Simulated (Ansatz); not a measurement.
`[NH2][Ti]([NH2])([Br])[Br]`. The species carries charge 0 and has multiplicity 1.

Cartesian coordinates in Å:
```
N -1.255 0.776 0.542
Ti -0.092 -0.157 -0.558
N 1.410 -0.487 0.467
Br -1.098 -2.202 -1.198
Br 0.479 1.198 -2.413
H -1.091 1.043 1.502
H -2.166 1.088 0.230
H 2.240 0.091 0.457
H 1.573 -1.349 0.971
```

Task: What are the harmonic wavenumbers in cm⁻¹ at PBE0-D4/def2-TZVP (Ansatz, finite differences of forces, unscaled)? (Estimate.)

Result: Computed: 75, 103, 133, 147, 188, 189, 299, 326, 374, 450, 465, 521, 542, 739, 749, 1505, 1520, 3548, 3554, 3655, 3669.

Task: Is this a minimum?

Result: Yes, all 21 modes are real.

Task: Give the ideal-gas thermochemistry at 298.15 K and 1 bar (rigid rotor, harmonic oscillator; point group Cs, symmetry number 1).

Result: Zero-point energy 136.1 kJ/mol; H(298) − E = 162.4 kJ/mol; entropy 406.8 J/(mol·K), of which translation 177.2, rotation 126.9, vibration 102.7; G(298) − E = 41.1 kJ/mol. Modes under 100 cm⁻¹ are hindered rotations or soft bends, so the harmonic entropy is rough.

Task: And at 400, 500, 600, 800 and 1000 K?

Result: 
| T (K) | H − E (kJ/mol) | S (J/mol/K) | G − E (kJ/mol) |
| --- | --- | --- | --- |
| 400 | 176.3 | 446.7 | -2.4 |
| 500 | 190.8 | 479.2 | -48.8 |
| 600 | 206.1 | 507.0 | -98.1 |
| 800 | 238.1 | 552.9 | -204.3 |
| 1000 | 271.6 | 590.3 | -318.7 |
